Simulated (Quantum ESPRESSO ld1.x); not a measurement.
The numbers below are computed, except where a source is named.
Problem. The mean radii <r> (bohr) of the occupied orbitals of an atom or ion are listed with their occupations. Level of theory: non-relativistic Kohn-Sham, LDA (Slater exchange, VWN5 correlation), spin-polarised, spherical densities, point nucleus (ld1.x of Quantum ESPRESSO 7.5).

orbital  occ.      <r>
1s up       1  0.09758
1s down     1  0.09757
2s up       1   0.4833
2s down     1   0.4830
2p up       3   0.4443
2p down     3   0.4439
3s up       1    1.693
3s down     1    1.711
3p up       3    2.043
3p down     1    2.121

Name the element and its charge. Open shells, if any, are filled with parallel spins first.

Solution. Z = 16, sulfur, charge 0: S in [Ne] 3s2 3p4. The 1s radius gives Z: for a bare nucleus <r> = 1.5/Z, 0.09375 bohr for Z = 16, and screening makes it slightly larger (0.09758 here). The occupations add up to 16, and the charge is Z minus that.
